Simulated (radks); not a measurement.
Task: The mean radii <r> (bohr) of the occupied orbitals of an atom or ion are listed with their occupations. Method: scalar-relativistic Kohn-Sham, PBEsol, spin-polarised, spherical densities, finite nucleus; Fermi nuclear charge, rms radius of each element as measured or else 0.836 A^(1/3) + 0.57 fm; computed with a radial shooting solver on a logarithmic mesh with Libxc functionals.

| orbital | occ. | <r> |
|---|---|---|
| 1s up | 1 | 0.01801 |
| 1s down | 1 | 0.01800 |
| 2s up | 1 | 0.07398 |
| 2s down | 1 | 0.07414 |
| 2p up | 3 | 0.06574 |

Name the element and its charge. Open shells, if any, are filled with parallel spins first.

Result: Z = 75, rhenium, charge +68: Re68+ in [He] 2s2 2p3. The 1s radius gives Z: for a bare nucleus <r> = (2 gamma + 1)/(2Z) with gamma = sqrt(1 - (Z/c)^2), 0.01783 bohr for Z = 75, and screening makes it slightly larger (0.01801 here). The occupations add up to 7, and the charge is Z minus that.
